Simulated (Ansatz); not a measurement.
Consider the isomerisation: `C=CB[SiH2][SiH3]` → `BC1C[SiH2][SiH2]1`.

Calculated with Ansatz (gas phase, PBE0-D4/def2-TZVP geometries, no zero-point term in ΔE). CBS: MP2 limit from def2 TZ/QZ plus the TZ coupled-cluster correction, frozen cores. Functionals use def2-TZVPP. Each species was taken in one conformer, which may not be the lowest.

Is it downhill or uphill in electronic energy at CCSD(T)/CBS, and by how much? (Estimate.)

The calculation gave: Downhill: ΔE = -20.7 kJ/mol.

What do these levels give: ωB97X-V, B2PLYP, PBE0, HF/def2-QZVPP, MP2/def2-QZVPP, MP2/CBS(def2)? (Best estimate.)

The calculation gave: ωB97X-V -27.4, B2PLYP -4.7, PBE0 -27.4, HF/def2-QZVPP 34.2, MP2/def2-QZVPP -42.0, MP2/CBS(def2) -43.9 kJ/mol.

Largest T1 diagnostic among the species: 0.013.

From PBE to PBE0 (25 % exact exchange), in def2-TZVPP and without D4, ΔE moves by −9.7 kJ/mol. The D4 term adds −10.8 kJ/mol with B3LYP and −5.2 kJ/mol with PBE0; it sums over pairs of atoms, weighted by their polarisabilities, and B3LYP, whose exchange is more repulsive, gets the larger term. In def2-TZVPP, CCSD(T) changes the Hartree–Fock value by −50.7 kJ/mol (the triples alone add −4.5 kJ/mol) and MP2 by −73.8 kJ/mol.

B3LYP here is the variant with VWN-RPA as its local correlation; programs differ in this.
